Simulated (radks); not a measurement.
Cr23+, 1 electrons, occupied as 1s1. Calculated with a radial shooting solver on a logarithmic mesh with Libxc functionals: scalar-relativistic Kohn-Sham, r2SCAN, spin-polarised, spherical densities, finite nucleus; open shells are filled with parallel spins first; meta-GGA in the generalised Kohn-Sham scheme; Fermi nuclear charge, rms radius 3.6452 fm.

Normalised radial functions P(r) = r R(r), r in bohr:

```
   r/bohr * 1s up (the largest magnitude, 3.61, reaches the edge; | marks zero)
 0.002842 |         *
 0.003309 |          *
 0.003821 |            *
 0.004449 |              *
 0.005179 |                *
 0.006029 |                  *
 0.007019 |                     *
 0.008171 |                        *
 0.009513 |                           *
  0.01099 |                              *
  0.01279 |                                 *
  0.01489 |                                     *
  0.01733 |                                         *
  0.02018 |                                            *
  0.02349 |                                               *
  0.02735 |                                                  *
  0.03158 |                                                    *
  0.03677 |                                                      *
   0.0428 |                                                      *
  0.04983 |                                                     *
  0.05801 |                                                  *
  0.06753 |                                               *
  0.07862 |                                         *
   0.0908 |                                   *
   0.1057 |                             *
   0.1231 |                      *
   0.1433 |               *
   0.1668 |          *
   0.1942 |     *
    0.226 |   *
```

1s up: eigenvalue -7761.6 eV, 0 radial nodes, <r> = 0.0619 bohr, 90 % of the charge inside 0.110 bohr.
